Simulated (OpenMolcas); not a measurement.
## Mo4+: effect of the metal basis

Mo4+ with 6 ligands (chloride) in octahedral coordination (Oh) at 2.41 Å. A charge of +0.333 e stands 2.4 Å behind each ligand.

```yaml
Program: OpenMolcas
Method: CASSCF
Spin-orbit_coupling: state interaction with AMFI integrals over the reference wave functions
```

Fixed: ligand basis ANO-RCC-VDZP, active space 2 electrons in 5 orbitals (4d), DKH2 Hamiltonian.

States (labels of O, the rotations of Oh). Energies in cm-1 above the lowest state or level, χT in cm3 K/mol; under a threefold ground state the first gap can be a small split of the lowest multiplet, not the spin-orbit step; 10Dq and B are least-squares fits to the states below 45000 cm-1, weighted by degeneracy, with a free offset, and given where the rms deviation is under 5 % of |10Dq| (or 100 cm-1) and under 700 cm-1.

```tsv
Run	Metal basis	Ground state	First state of that spin	10Dq	B (rms of fit)	First gap with spin-orbit (degeneracies)	χT at 300 K	First state of another spin	Cost
A	ANO-RCC-VDZP	3T1	3T2 20827	21595	607 (496)	29.7 (2, 3)	0.402	1T2 9456	roughly 30 core-seconds
B	ANO-RCC-VTZP	3T1	3T2 20693	21485	616 (497)	29.8 (2, 3)	0.401	1T2 9637	roughly 40 core-seconds
```

Against A, |10Dq| changes by -0.5 % in B.

Costs are those of the RASSCF and RASSI steps.

An orbital triplet at a regular site is open to Jahn-Teller coupling, which can distort the site and quench the lowest spin-orbit gaps and is left out. Without dynamic correlation the repulsion within the d shell is too large (B by tens of per cent), so at a given field states of lower spin stand too high. With metal d orbitals alone the field can be off either way by tens of per cent. Ligand-to-metal charge-transfer states are missing. With no ligand orbital active B as a rule stays too high, so bands that hang on it stand too high and its fall with covalency is understated. The least metal-like active orbital is 71 % on the metal (Löwdin) and no ligand orbital is active, so the numbers are rough (holds for A). The least metal-like active orbital is 72 % on the metal (Löwdin) and no ligand orbital is active, so the numbers are rough (holds for B). No measured value stands beside these numbers; the geometry is a model, was not optimised and need not be the one that this ion takes.
